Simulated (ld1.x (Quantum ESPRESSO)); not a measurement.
# sulfur, TM: configuration errors across variants

```json
{
 "Element": "sulfur",
 "Generator": "ld1.x (Quantum ESPRESSO) 7.5",
 "Type": "norm-conserving Troullier–Martins (Kleinman–Bylander form)",
 "Functional": "PBEsol",
 "Relativity": "non-relativistic",
 "Frozen core": "[Ne]",
 "Valence charge": "6",
 "Reference configuration": "3s2 3p3.5 (charge +0.5)",
 "Partial waves": "3p (bound): rc 1.25 bohr; 3d channel at 0.3 Ry: rc 1.15 bohr; 3s (bound): rc 1.05 bohr",
 "Local potential": "the s channel",
 "Core correction": "none"
}
```

All-electron excitation energies from the reference (eV): (1) 3s2 3p4 -4.650; (2) 3s2 3p3 7.097; (3) 3s2 3p2 29.350; (4) 3s2 3p1 63.358; (5) 3s1 3p5 5.502; (6) 3s0 3p6 15.769; (7) 3s2 3p4.3 -6.354.

A true bound ghost makes a file unfit for plane-wave use even where its test errors are small: the radial tests pick states by their node count and pass the ghost by.

Errors AE − PS in meV (a dash: test not solved or not reliable):

| change | (1) | (2) | (3) | (4) | (5) | (6) | (7) | bound ghosts |
| --- | --- | --- | --- | --- | --- | --- | --- | --- |
| base | +1.0 | +1.7 | +24 | +97 | +3.1 | +39 | +2.1 | none |
| all radii scaled by about 0.77 (s 0.80, p 0.96, d 0.88 bohr) | +4.2 | +7.4 | +103 | +405 | +74 | +406 | +8.8 | s (extra level of the local part) |
| all radii scaled by about 0.90 (s 0.94, p 1.12, d 1.04 bohr) | +1.8 | +3.1 | +44 | +176 | +45 | +213 | +3.8 | none |
| all radii scaled by about 0.96 (s 1.00, p 1.20, d 1.10 bohr) | +1.3 | +2.2 | +31 | +128 | +18 | +76 | +2.7 | none |
| all radii scaled by about 1.11 (s 1.16, p 1.40, d 1.28 bohr) | +0.8 | +1.4 | +21 | +86 | +6.0 | +21 | +1.7 | none |
| all radii scaled by about 1.15 (s 1.22, p 1.44, d 1.32 bohr) | +0.7 | +1.3 | +19 | +81 | +2.9 | +7.9 | +1.5 | none |
| all radii scaled by about 1.24 (s 1.30, p 1.56, d 1.42 bohr) | +0.7 | +1.2 | +18 | +78 | +1.3 | +2.9 | +1.4 | none |
| all radii scaled by about 1.32 (s 1.38, p 1.66, d 1.52 bohr) | +0.7 | +1.2 | +18 | +76 | +0.9 | +1.7 | +1.3 | none |
| all radii scaled by about 1.38 (s 1.46, p 1.72, d 1.58 bohr) | +0.7 | +1.2 | +18 | +76 | +1.1 | +2.5 | +1.4 | none |

(1) Give the same row for: all radii scaled by about 0.82 (s 0.86, p 1.04, d 0.94 bohr).

Answers

(1) +2.6, +4.5, +62, +252, +51, +319, +5.5; bound ghosts: none.
